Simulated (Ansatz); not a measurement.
`FC[SiH2][SnH3]` → `[CH]F` + `[SiH3][SnH3]`  (formal loss of a carbene)

Program: Ansatz. Geometries: PBE0-D4/def2-TZVP. ΔE: electronic, gas phase. CCSD(T)/CBS is the MP2 limit (def2-TZVPP, def2-QZVPP) plus CCSD(T) − MP2 in def2-TZVPP, frozen cores. This one scheme is used for every species. DFT in def2-TZVPP. B3LYP here is the variant with VWN-RPA as its local correlation; programs differ in this. Elements past krypton have def2 core potentials. For Sn outer-core shells are correlated without core-valence functions, which leaves a few kJ/mol of doubt a bond. One conformer a species, not always the lowest.

(1) Is it downhill or uphill in electronic energy at CCSD(T)/CBS, and by how much? (Estimate.)

(2) What do these levels give: B3LYP-D4, ωB97X-V, ωB97M-V, B2PLYP, r2SCAN, PBE0, CCSD/def2-TZVPP, CCSD(T)/def2-TZVPP, HF/def2-QZVPP, MP2/def2-QZVPP, SCS-MP2/def2-QZVPP, CCSD/CBS(def2)? (An estimate is asked.)

Largest T1 diagnostic among the species: 0.018.

Results:

(1) Computed: Uphill: ΔE = +376.7 kJ/mol.

(2) Computed: B3LYP-D4 377.0, ωB97X-V 380.6, ωB97M-V 374.9, B2PLYP 374.1, r2SCAN 395.1, PBE0 393.6, CCSD/def2-TZVPP 365.1, CCSD(T)/def2-TZVPP 368.1, HF/def2-QZVPP 325.3, MP2/def2-QZVPP 401.2, SCS-MP2/def2-QZVPP 382.1, CCSD/CBS(def2) 373.8 kJ/mol.

From PBE to PBE0 (25 % exact exchange), in def2-TZVPP and without D4, ΔE moves by +7.2 kJ/mol. The D4 term adds +11.5 kJ/mol with B3LYP and +6.3 kJ/mol with PBE0; it sums over pairs of atoms, weighted by their polarisabilities, and B3LYP, whose exchange is more repulsive, gets the larger term.
